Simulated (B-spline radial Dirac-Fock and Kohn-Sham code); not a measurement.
## Compton profile of Sm⁸⁺

System: samarium as Sm⁸⁺, configuration 1s2 2s2 2p6 3s2 3p6 3d10 4s2 4p6 4d10 4f4 5s2 5p2.

The run's input, task.json:

```json
{"items": [{
  "Z": 62,
  "q": 8,
  "cfg": [[1, 0, 2], [2, 0, 2], [2, 1, 6], [3, 0, 2], [3, 1, 6], [3, 2, 10], [4, 0, 2], [4, 1, 6], [4, 2, 10], [4, 3, 4], [5, 0, 2], [5, 1, 2]],
  "A": 152,
  "rrms": 5.0819,
  "do": ["scatter"],
  "s": [0.0, 0.05, 0.1, 0.15, 0.2, 0.25, 0.3, 0.35, 0.4, 0.45, 0.5, 0.6, 0.7, 0.8, 0.9, 1.0, 1.1, 1.2, 1.4, 1.6, 1.8, 2.0, 2.5, 3.0, 3.5, 4.0, 5.0, 6.0],
  "pz": [0, 0.1, 0.13, 0.18, 0.24, 0.32, 0.43, 0.57, 0.77, 1.0, 1.4, 1.8, 2.5, 3.3, 4.4, 5.9, 7.9, 11.0, 14.0, 19.0, 25.0],
  "hv_scatter": [1000, 2000, 8047.8, 17479.3, 20000, 30000, 100000, 200000]
}]}
```

Launch: `python xray_run.py task.json out`

Method: the impulse approximation on configuration-average Dirac-Fock orbitals. Computed with a radial atomic solver. pz is in atomic units of momentum; subshell profiles are per electron, for a selection of subshells; open shells are spread over both j values by their weights.

```
  pz  J total   J 3d5/2   J 4p1/2   J 5p1/2   J 5p3/2
   0    5.645    0.0417     0.137     0.311     0.321
 0.1    5.633    0.0417     0.137     0.311     0.321
0.13    5.625    0.0417     0.137     0.311     0.321
0.18    5.608    0.0417     0.137     0.311     0.321
0.24    5.579    0.0417     0.137     0.311     0.321
0.32    5.529    0.0417     0.137     0.310     0.320
0.43    5.440    0.0417     0.137     0.307     0.317
0.57    5.298    0.0417     0.137     0.300     0.308
0.77    5.056    0.0417     0.136     0.279     0.285
   1    4.753    0.0417     0.135     0.240     0.241
 1.4    4.263    0.0417     0.130     0.151     0.145
 1.8    3.883    0.0417     0.121    0.0748    0.0681
 2.5    3.343    0.0417    0.0950    0.0224    0.0220
 3.3    2.693    0.0415    0.0604    0.0188    0.0197
 4.4    1.894    0.0409    0.0253    0.0118    0.0108
 5.9    1.253    0.0386   0.00913   0.00293   0.00249
 7.9   0.8530    0.0328   0.00785   0.00146   0.00156
  11   0.5217    0.0211   0.00426  0.000942  0.000850
  14   0.3337    0.0118   0.00132  0.000300  0.000241
  19   0.1728   0.00389  0.000426  8.09e-05  8.87e-05
  25  0.08844  0.000998  0.000388  7.37e-05  7.69e-05
```

J(0) = 5.645. The 5s1/2 subshell gives the largest part, 17 %.

Mean momentum ⟨p⟩ by subshell (a.u.): 1s1/2 60.1, 2s1/2 21.4, 2p1/2 28.5, 2p3/2 26.3, 3s1/2 10.7, 3p1/2 12.8, 3p3/2 12.1, 3d3/2 14.5, 3d5/2 14.3, 4s1/2 5.39, 4p1/2 6.00, 4p3/2 5.74, 4d3/2 6.20, 4d5/2 6.10, 4f5/2 5.82, 4f7/2 5.78, 5s1/2 2.47, 5p1/2 2.65, 5p3/2 2.56.
